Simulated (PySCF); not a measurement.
**Frontier orbitals and the lowest excitations**

C5H7ClO2.
SMILES with atom numbers: `[CH3:1][O:2]/[CH:3]=[C:4](/[CH3:5])[C:6](=[O:7])[Cl:8]` (hydrogens: H9, H10, H11 on C1; H12 on C3; H13, H14, H15 on C5)

Cartesian coordinates in Å at the GFN2-xTB level; atoms count from 1:
```
atom  x, y, z in Å
C1     2.6923   -0.1393   -0.3444
O2     1.4322    0.4862   -0.2321
C3     0.3737   -0.3039   -0.0914
C4    -0.8867    0.1452    0.1075
C5    -2.0303   -0.8156    0.2288
C6    -1.1046    1.5738    0.2024
O7    -0.3166    2.4619    0.1227
Cl8   -2.8220    1.9967    0.4824
H9     3.3893    0.6317   -0.6662
H10    3.0144   -0.5372    0.6229
H11    2.6739   -0.9496   -1.0792
H12    0.5507   -1.3762   -0.1543
H13   -2.7647   -0.6326   -0.5533
H14   -1.6742   -1.8388    0.1452
H15   -2.5317   -0.6942    1.1870
```

Theory: TDDFT wB97X-D/def2-SVPD, vertical, gas phase, core orbitals frozen in the response (PySCF 2.14.0, density-fitted response routines).

Kohn–Sham orbitals with the atoms that hold most of them (Löwdin shares over 4%, at most four atoms; ? is withheld):

```tsv
orbital	ε (eV)	atoms
LUMO+2	2.43	Cl8 52%, C6 17%, C5 7%, O7 4%
LUMO+1	1.98	C1 26%, C3 16%, H12 12%, H11 10%
LUMO	0.05	?
HOMO	-8.99	C4 30%, O2 22%, C3 17%, O7 8%
HOMO-1	-9.78	?
HOMO-2	-10.76	Cl8 75%, C6 8%
HOMO-3	-10.77	Cl8 75%, O7 13%, C6 10%
```

Problem. Give the leading atoms of the HOMO-1.

Solution. O7 (bonded to C) 53%; Cl8 (bonded to C) 28%; C6 (bonded to C, Cl and O) 6%; C4 (bonded to 3 C) 4%. By element: oxygen 53% or more, chlorine 28%, carbon 11% or more.

Problem. Give the leading atoms of the LUMO.

Solution. C3 (bonded to C, O and H) 23%; C6 (bonded to C, Cl and O) 22%; O7 (bonded to C) 18%; C4 (bonded to 3 C) 13%. By element: carbon 58% or more, oxygen 18% or more.

Problem. How does S1 compare with the orbital gap of 9.04 eV?

Solution. S1 is at 4.50 eV (f = 0.0005), 4.54 eV below the gap, made of HOMO-1→LUMO (92%). Its leading pair isn't HOMO and LUMO; the energies of that pair differ by 9.83 eV. 

Problem. Give energy, strength and leading configuration of S1, S2 and S5, and follow the Löwdin shares of the leading atoms from the occupied to the empty orbital.

Solution. 
- S1 (4.50 eV, f 0.0005), HOMO-1→LUMO (92%): O7 53% → 18%, Cl8 28% → at most 13%, C3 at most 5% → 23%, C6 6% → 22%
- S2 (5.07 eV, f 0.371), HOMO→LUMO (98%): C4 30% → 13%, O2 22% → at most 13%, C3 17% → 23%, C6 at most 9% → 22%
- S5 (6.86 eV, f 0.012), HOMO→LUMO+1 (76%): C4 30% → at most 10%, O2 22% → at most 10%, C1 at most 9% → 26%, C3 17% → 16%

Orbitals of the list HOMO-3 to LUMO+2 that lie within 0.01 eV of each other are written together with a slash and their weights summed (≥ marks a lower bound); for degenerate orbitals outside that list single weights are arbitrary.

Löwdin shares depend on the basis, the more so with diffuse functions.

The run took 88 s of wall time on one thread, Arm Neoverse N1 (aarch64), on a shared host, and the process peaked at 0.96 GiB of memory.

One conformer stands for the species.
